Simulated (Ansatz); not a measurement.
A search over several starts for the lowest SCF solution of the cluster CoSn12⁺ at the given spin, in a small basis.

```yaml
crystal:
  periodic: [false, false, false]
  atoms:
    - {symbol: Co, position_ang: [-0.470384, -1.259933, 1.164471]}
    - {symbol: Sn, position_ang: [-0.704012, -1.950203, -1.886198]}
    - {symbol: Sn, position_ang: [3.404804, 0.862622, 1.236970]}
    - {symbol: Sn, position_ang: [1.589464, -0.669469, -0.529028]}
    - {symbol: Sn, position_ang: [-1.764411, -0.642008, 3.135035]}
    - {symbol: Sn, position_ang: [-1.334391, 0.636827, -0.170952]}
    - {symbol: Sn, position_ang: [-1.541623, -3.367183, 0.908303]}
    - {symbol: Sn, position_ang: [1.502952, 2.564190, -0.587854]}
    - {symbol: Sn, position_ang: [0.550820, 1.278323, 2.240366]}
    - {symbol: Sn, position_ang: [1.737979, -1.783062, 2.258430]}
    - {symbol: Sn, position_ang: [-2.408142, 0.449522, -2.942720]}
    - {symbol: Sn, position_ang: [0.688845, 0.769308, -3.050516]}
    - {symbol: Sn, position_ang: [-1.251911, 3.111067, -1.776327]}
basis:
  gaussian: {orbitals: def2-SVP, initial_orbitals: start.molden}
total_charge: 1
hamiltonian: {xc: pbe0, dispersion: d4}
output: {orbitals: {seedname: orbitals}}
```

The file start.molden holds the orbitals of an earlier run on this structure, at another level or in another basis.

```sh
$ ansatz run in.yaml --threads 2 --pin off --events-out ev --progress --plain --max-ram 32768MiB --backend cuda --devices 0, --max-vram 18GiB
```

It prints (some lines left out):

```
Functional definition: PBE0
4436 factors; integrals over basis functions are off by at most 1.7e-4 eV
mean field evaluation 1: about -107602.1475 eV, gradient 1.0e1 eV
mean field evaluation 2: about -107602.5316 eV, gradient 5.4e-1 eV
mean field evaluation 4: about -107602.8445 eV, gradient 8.3e-2 eV
mean field evaluation 8: about -107602.8445 eV, gradient 1.5e-5 eV
mean field evaluation 16: about -107599.5119 eV, gradient 1.5e1 eV
mean field -107602.84450024 eV, -3954.3315995562 hartree, gradient 1.5e-5 eV, S^2 0.000000; 1 other end points of the search recorded, 0 dependent functions left out
reference -107602.84453610 eV, -3954.3316008741 hartree; 145, 145 occupied and 198, 198 virtual orbitals, 4436 factors
Total energy: -107604.57447665 eV, -3954.3951750169 hartree
```

Run time 13 s (2 threads of AMD EPYC 7R13 on a shared host and a share (18 GiB) of an NVIDIA H100 80GB HBM3), peak host memory 1.1 GiB.

In the def2 sets Sn takes a core potential; there is no spin–orbit coupling. The restricted singlet is unstable towards broken spin symmetry in Hartree–Fock (as tested in another run); at PBE0-D4/def2-SVP this wasn't settled. The structure comes from a short search, and lower isomers may exist.
